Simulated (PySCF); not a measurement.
F2Sn, SMILES [F][Sn][F] (connectivity only; charge and spin as stated), charge -1, multiplicity 2.

Geometry optimised at B3LYP-D3(BJ)/def2-SVPD. The spin state was assumed, not searched. The isomer is the one that the SMILES or the coordinates give; other isomers of the formula were not compared. The def2 effective core potentials stand for the cores of Sn; spin–orbit coupling is left out.

These are PBE0/def2-TZVPD (PySCF) values and carry that method's errors.

The molecule is in vacuum. A positive occupied level means that this level leaves the electron formally unbound; only the finite basis holds it.

```
Quantity                                                            Value
------------------------------------------------  -----------------------
total energy                                           -414.02395 hartree
point group                                                           C2v
α spin, highest occupied and lowest empty level          0.59 and 3.73 eV
β spin, highest occupied and lowest empty level         -2.90 and 3.24 eV
dipole moment about the centre of nuclear charge                   2.90 D
mean static polarisability                          84.4 bohr³ (12.50 Å³)
polarisability, principal values                  69.0, 69.2, 115.0 bohr³
⟨S²⟩                                              0.754 (pure state 0.75)
```
